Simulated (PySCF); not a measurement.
# Multinuclear NMR of C5H12O3Si

Structure with atom numbers: `[CH3:1][CH:2]([CH3:3])[O:4][C:5](=[O:6])[O:7][CH2:8][SiH3:9]` (H(Xn): hydrogen on atom n).

Theoretical values (PySCF): geometry from GFN2-xTB, GIAO PBE0/pcSseg-1 shieldings. Rapidly exchanging positions averaged, single conformer, no solvent model, non-relativistic.

**Question.** Predict the ²⁹Si NMR data.

**Answer.** 
```tsv
atoms	environment	σ (ppm)	δ (ppm)
Si9	silicon bonded to C, 3 H	428.4	-72.2
```

Shieldings were converted by a linear fit to measured shifts: ²⁹Si (scatter 8.9 ppm rms, 25.8 ppm with the 6 outliers that the fit left out vs TMS, solution or neat liquid). Occasional misses reach two or three times the rms, and more in compound classes unlike the fitted ones.

On a 500 MHz spectrometer ²⁹Si resonates near 99.3 MHz, so 1 ppm is 99.3 Hz.

**Question.** Predict the ¹⁷O NMR data.

**Answer.** 
| atoms | environment | σ (ppm) | δ (ppm) |
| --- | --- | --- | --- |
| O6 | ester carbonyl oxygen | 27.2 | 241.9 |
| O4 | ester alkoxy oxygen | 141.9 | 137.5 |
| O7 | ester alkoxy oxygen | 186.5 | 96.8 |

Shieldings were converted by a linear fit to measured shifts: ¹⁷O (scatter 10.7 ppm rms, 12.2 ppm with the 3 outliers that the fit left out vs liquid water, solution or neat liquid). A few per cent of atoms miss by over 2 rms, more outside the fitted compound classes.

On a 300 MHz spectrometer ¹⁷O resonates near 40.7 MHz, so 1 ppm is 40.7 Hz.
